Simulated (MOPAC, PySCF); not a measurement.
CH₃N, SMILES `[CH]N` (lower singlet), neutral singlet in the gas phase. This singlet lies 1.55 eV below the relaxed triplet at the level composite: frozen-core CCSD(T) with HF/cc-pVQZ and the correlation energy extrapolated as X^-3 from cc-pVTZ and cc-pVQZ, plus CCSDT(Q) minus CCSD(T) in cc-pVDZ // PBE0-D3(BJ)/def2-TZVP (Ansatz).

Cartesian coordinates (Å):
SMILES: [CH]N
```xyz
5

C      0.7813    -0.5591     0.0207
N     -0.4121    -0.0388     0.0021
H      1.4915     0.2905    -0.0134
H     -0.6397     0.9534    -0.0362
H     -1.2210    -0.6460     0.0269
```
Charge 0, spin multiplicity 1.

All levels are single points at this geometry (PBE0-D3(BJ)/def2-TZVP); Pople sets use spherical d functions. Orbital energies aren't observables, and empty levels follow the basis.

```tsv
level	HOMO (eV)	LUMO (eV)	gap (eV)	dipole (D)	vertical IE, Delta-SCF (eV)
PBE0-D3(BJ)/def2-TZVP in PySCF	-5.95	-0.37	5.59	3.57	–
B3LYP/3-21G in PySCF	-4.77	0.29	5.06	3.52	–
BP86/6-31G* in PySCF	-4.03	-1.03	3.00	3.42	–
M06-2X/6-31G* in PySCF	-6.74	1.46	8.19	3.42	–
SVWN5/6-31G* in PySCF	-3.87	-1.15	2.72	3.49	8.41
HF/3-21G in PySCF	-8.90	5.08	13.98	3.41	–
HF/STO-3G in PySCF	-7.10	9.04	16.14	2.78	–
PM3 in MOPAC	-8.70	1.01	9.71	3.69	–
PM6 in MOPAC	-8.88	1.73	10.61	3.63	–
```
